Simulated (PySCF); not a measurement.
A small calculation by hand: entropy of an ideal gas

B2BiO, SMILES O=B[B-]#[Bi], charge -1.

The structure is a stationary point at PBE-D3(BJ)/def2-SVPD. The def2 effective core potentials stand for the cores of Bi; spin–orbit coupling is left out.

PBE-D3(BJ)/def2-SVPD (PySCF) gives the harmonic wavenumbers 112, 112, 329, 443, 443, 1057, 1833 cm⁻¹ and the rotational temperature 0.0483 K. The molar mass is 246.60 g/mol, the symmetry number 1, the spin multiplicity 1.

Task: Work out the entropy at 298.15 K and 1 atm in the rigid-rotor, harmonic-oscillator model.

Result: 
Translation (Sackur–Tetrode at 1 atm): S = R[1.5 ln M + 2.5 ln T − 1.16487] = 177.4 J/(mol K).
Rotation: q = T/(σ θ) = 6170, S = R[ln q + 1] = 80.9 J/(mol K).
Vibration: with u = 1.4388 ν/T, each mode gives R[u/(e^u − 1) − ln(1 − e^−u)]:
| ν (cm⁻¹) | modes | u | S (J/(mol K)) |
|---|---|---|---|
| 112 | 2 | 0.54 | 27.06 |
| 329 | 1 | 1.59 | 5.29 |
| 443 | 2 | 2.14 | 6.84 |
| 1057 | 1 | 5.10 | 0.31 |
| 1833 | 1 | 8.85 | 0.01 |
These are all the modes. Sum 39.5 J/(mol K).
Spin: R ln 1 = 0.0 J/(mol K).
Total 297.8 J/(mol K); the program's own thermochemistry gives 297.8. Translation makes up 60 % and vibration 13 %. Anharmonicity, hindered rotation and orbital degeneracy are left out.
